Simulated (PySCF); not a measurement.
B-trichloroborazine (B3Cl3H3N3), SMILES N1B(NB(Cl)NB1Cl)Cl. Coordinates come from a B3LYP-D3(BJ)/def2-SVP optimisation.

Computed equilibrium geometry at B3LYP-D3(BJ)/def2-SVP (PySCF confirms it by a frequency run) as bond lengths and angles, and its point group:
point group D3h.
Atoms: Cl1 B2 N3 B4 Cl5 N6 B7 Cl8 N9 H10 H11 H12. Bonds (Å): Cl1–B2 1.782, B2–N3 1.425, B2–N9 1.425, N3–B4 1.425, N3–H10 1.014, B4–Cl5 1.782, B4–N6 1.425, N6–B7 1.425, N6–H11 1.014, B7–Cl8 1.782, B7–N9 1.425, N9–H12 1.014. Bond angles (°): Cl1–B2–N3 120.7, Cl1–B2–N9 120.7, N3–B2–N9 118.6, B2–N3–B4 121.4, B2–N3–H10 119.3, B4–N3–H10 119.3, N3–B4–Cl5 120.7, N3–B4–N6 118.6, Cl5–B4–N6 120.7, B4–N6–B7 121.4, B4–N6–H11 119.3, B7–N6–H11 119.3, N6–B7–Cl8 120.7, N6–B7–N9 118.6, Cl8–B7–N9 120.7, B2–N9–B7 121.4, B2–N9–H12 119.3, B7–N9–H12 119.3.
